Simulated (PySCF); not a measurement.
CH3BO, SMILES [BH3-]C#[O+].

Geometry optimised at B3LYP-D3(BJ)/def2-TZVP.

The numbers are results of PBE/def2-TZVPD in PySCF, not measurements.

Symmetry labels are those of the subgroup Cs that the program uses (full group C3v).

Computed valence orbital energies around the gap with their symmetry:
| orbital | symmetry | energy (eV) |
|---|---|---|
| HOMO−7 | A' | -29.93 |
| HOMO−6 | A' | -16.14 |
| HOMO−5 | A' | -13.73 |
| HOMO−4 | A' | -12.57 |
| HOMO−3 | A" | -12.57 |
| HOMO−2 | A' | -9.73 |
| HOMO−1 | A' | -8.28 |
| HOMO | A" | -8.28 |
| LUMO | A" | -2.47 |
| LUMO+1 | A' | -2.47 |
| LUMO+2 | A' | -0.35 |
| LUMO+3 | A' | 0.74 |
